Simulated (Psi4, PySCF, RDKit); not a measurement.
Conformational energy of SMILES CCC[SiH2]OC. Scanned: dihedral C1–C2–C3–Si4; all other coordinates were relaxed at GFN2-xTB. Points at φ and −φ are mirror images. Heavy atoms are numbered in the order of the SMILES CCC[SiH2]OC, hydrogens after them in the order of the atoms that carry them; the mirror image has the same energies with the sign of each dihedral reversed.

Levels: RKS-M06-2X/6-31G* = restricted M06-2X/6-31G*, spherical d, density fitting // GFN2-xTB in PySCF 2.14.0; PBE0-D3(BJ)/def2-SVP // GFN2-xTB (Psi4); MMFF94 // GFN2-xTB (RDKit); PBE-D3(BJ)/def2-SVP // GFN2-xTB (Psi4).

Energies relative to the lowest point of each profile, in eV:

| φ / ° | RKS-M06-2X/6-31G* | PBE0-D3(BJ)/def2-SVP | MMFF94 |
|---|---|---|---|
| -140 | 0.090 | 0.085 | 0.124 |
| -120 | 0.123 | 0.118 | 0.157 |
| -80 | 0.040 | 0.037 | 0.056 |
| -60 | 0.015 | 0.017 | 0.112 |
| -20 | 0.129 | 0.130 | 0.378 |
| 0 | 0.173 | 0.173 | 0.440 |
| 20 | 0.129 | 0.130 | 0.378 |
| 40 | 0.051 | 0.054 | 0.241 |
| 60 | 0.015 | 0.017 | 0.112 |
| 100 | 0.088 | 0.084 | 0.107 |
| 140 | 0.090 | 0.085 | 0.124 |
| 160 | 0.028 | 0.026 | 0.041 |

**Question.** What does PBE-D3(BJ)/def2-SVP give at the same points?

**Answer.** -140: 0.083; -120: 0.115; -80: 0.036; -60: 0.016; -20: 0.127; 0: 0.168; 20: 0.127; 40: 0.053; 60: 0.016; 100: 0.082; 140: 0.083; 160: 0.025 (eV).

MMFF94 has few fitted parameters for silicon.
